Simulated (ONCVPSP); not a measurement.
An all-electron radial function and its pseudo partner (Be (Z = 4))

Columns: radius, all-electron u(r) and pseudo u(r) of the 1s shell (level -106.20 eV) of beryllium in the configuration 1s2 2s2; PBE, non-relativistic, ONCV scheme, ONCVPSP 4.0.1.

| r (bohr) | all-electron | pseudo |
| --- | --- | --- |
| 0.032 | 0.4127 | 0.2959 |
| 0.065 | 0.7352 | 0.5848 |
| 0.098 | 0.9733 | 0.8427 |
| 0.130 | 1.1391 | 1.0527 |
| 0.162 | 1.2538 | 1.2170 |
| 0.195 | 1.3294 | 1.3370 |
| 0.228 | 1.3708 | 1.4091 |
| 0.260 | 1.3851 | 1.4385 |
| 0.292 | 1.3798 | 1.4356 |
| 0.325 | 1.3584 | 1.4075 |
| 0.358 | 1.3249 | 1.3624 |
| 0.390 | 1.2837 | 1.3092 |
| 0.422 | 1.2365 | 1.2516 |
| 0.455 | 1.1833 | 1.1909 |
| 0.488 | 1.1274 | 1.1304 |
| 0.520 | 1.0716 | 1.0726 |
| 0.552 | 1.0154 | 1.0157 |
| 0.585 | 0.9578 | 0.9578 |
| 0.618 | 0.9011 | 0.9011 |
| 0.650 | 0.8476 | 0.8476 |
| 0.682 | 0.7956 | 0.7956 |
| 0.715 | 0.7441 | 0.7441 |
| 0.748 | 0.6948 | 0.6948 |
| 0.780 | 0.6491 | 0.6491 |
| 0.812 | 0.6057 | 0.6057 |
| 0.845 | 0.5632 | 0.5632 |

Task: How many radial nodes do the two functions have?

Result: The all-electron 1s function has n − l − 1 = 0; the pseudo-wave has 0.

Task: At about which radius was the pseudo-wave matched?

Result: 0.65 bohr. The columns agree to 0.0005 from 0.55 bohr on; several derivatives are matched, so the curves merge somewhat inside the radius.

Task: Is the pseudo-wave norm-conserving?

Result: Yes: the ONCV scheme keeps the norm inside the radius equal to the all-electron one, which fixes the energy derivative of the logarithmic derivative at the level.
